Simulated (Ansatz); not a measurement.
`C[O][Hf]([Cl])([N](C)C)[N](C)C` and `CC[O][Hf]([Cl])([N](C)C)[N](C)C` differ in one atom or group.

Ansatz, PBE0-D4/def2-TZVP geometries, multiplicity 1. Each molecule was computed in one conformer, which needn't be the lowest.

Elements past krypton have def2 core potentials.

| property | `C[O][Hf]([Cl])([N](C)C)[N](C)C` |
| --- | --- |
| LUMO energy (PBE0/def2-TZVPP) / eV | 0.16 |
| size of the dipole moment (B3LYP/def2-TZVPP) / D | 3.11 |
| size of the dipole moment (PBE/def2-TZVPP) / D | 3.12 |
| HOMO energy (ωB97M-V/def2-TZVPP) / eV | -8.58 |
| size of the dipole moment (ωB97M-V/def2-TZVPP) / D | 3.04 |
| LUMO energy (PBE/def2-TZVPP) / eV | -0.69 |

Q: What does the change do to each property? (Best estimate.)

A: Ansatz gave: 
| property | `CC[O][Hf]([Cl])([N](C)C)[N](C)C` | shift |
| --- | --- | --- |
| LUMO energy (PBE0/def2-TZVPP) / eV | 0.19 | 0.03 |
| size of the dipole moment (B3LYP/def2-TZVPP) / D | 3.24 | 0.13 |
| size of the dipole moment (PBE/def2-TZVPP) / D | 3.24 | 0.12 |
| HOMO energy (ωB97M-V/def2-TZVPP) / eV | -8.59 | -0.01 |
| size of the dipole moment (ωB97M-V/def2-TZVPP) / D | 3.17 | 0.13 |
| LUMO energy (PBE/def2-TZVPP) / eV | -0.71 | -0.02 |

Dipoles are sizes alone; their direction can turn.

B3LYP here is the variant with VWN-RPA as its local correlation; programs differ in this.
